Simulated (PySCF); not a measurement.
**Low-lying terms of S(12+) (sulfur, charge +12)**

Ground state [He] 2s2, ¹S. Computed with PySCF 2.14 in an even-tempered Gaussian basis (19 s from 0.288 bohr⁻², ratio 2.5; 10 p from 0.398 bohr⁻², ratio 2.7; 9 d from 0.166 bohr⁻², ratio 2.7; 5 f from 13 bohr⁻², ratio 2.7), with the spin-free X2C one-electron Hamiltonian (Gaussian nucleus). Vertical excitation energies in eV without spin-orbit coupling; excited terms of each kind are numbered among those the solver found. Frozen: nothing.

```
 term  leading excitation  EOM-EE-CCSD
1 3P°              2s → p       25.870
1 1P°              2s → p       48.393
```

Only the lower part of the computed list is shown. Doubly excited terms such as np² are absent. The solver can miss terms. The 12 highest virtual orbitals were dropped.
